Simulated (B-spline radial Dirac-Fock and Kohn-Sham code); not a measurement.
Dipole and non-dipole photoemission parameters of Hf⁴⁺ 5p1/2

System: hafnium as Hf⁴⁺, configuration [Xe] 4f14; threshold 88.93 eV (orbital energy of the model). Calculated with a B-spline atomic structure program, using Dirac-Hartree-Slater photoionisation with a Latter tail; cross sections with all multipoles, angular parameters from the dipole term and its interference with E2.

Input of the calculation (task.json; shells as n, l, electrons):

```json
{"items": [{
  "Z": 72,
  "q": 4,
  "cfg": [[1, 0, 2], [2, 0, 2], [2, 1, 6], [3, 0, 2], [3, 1, 6], [3, 2, 10], [4, 0, 2], [4, 1, 6], [4, 2, 10], [4, 3, 14], [5, 0, 2], [5, 1, 6]],
  "A": 180,
  "rrms": 5.347,
  "do": "xps",
  "hv": [70.9, 100, 105.0, 106.0, 124.0, 147.0, 189.0, 199.0, 200, 201.0, 247.0, 249.0, 403.0, 421.0, 540.0, 600, 1486.9, 1770.0, 1990.0, 2410.0, 2984.4, 3810.0, 4890.0, 4930.0, 6000, 7910.0, 8040.0, 8047.8, 9270.0, 15000]
}]}
```

Command: `python xray2_run.py task.json out`

```
hν (eV)  σ (kb)       β       γ       δ
    100     280   1.510   0.351  -0.029
    105     231   1.351   0.416  -0.034
    106     222   1.321   0.424  -0.034
    124     136   0.855   0.427  -0.032
    147    84.0   0.347   0.318  -0.017
    189    48.6  -0.062   0.050   0.017
    199    44.5  -0.071   0.007   0.023
    200    44.1  -0.071   0.003   0.023
    201    43.8  -0.070   0.000   0.024
    247    33.0   0.098  -0.065   0.041
    249    32.7   0.109  -0.064   0.041
    403    20.1   0.814   0.169   0.034
    421    19.4   0.874   0.194   0.032
    540    15.6   1.164   0.311   0.021
    600       ?       ?       ?       ?
 1486.9    4.62   1.673   0.165  -0.002
   1770    3.58   1.698   0.094  -0.003
   1990    2.99   1.709   0.052  -0.003
   2410    2.20   1.718   0.002  -0.004
 2984.4    1.52   1.716  -0.019  -0.004
   3810   0.978   1.702   0.015  -0.005
   4890   0.605   1.675   0.120  -0.004
   4930   0.595   1.674   0.124  -0.004
   6000   0.399   1.645   0.259  -0.002
   7910   0.221   1.593   0.515   0.004
   8040   0.213   1.590   0.532   0.005
 8047.8   0.213   1.590   0.533   0.005
   9270   0.155   1.559   0.693   0.010
  15000  0.0498   1.437   1.345   0.041
```

Q: Give the values at 600 eV.

A: σ = 14.0 kb, β = 1.260, γ = 0.342, δ = 0.017.
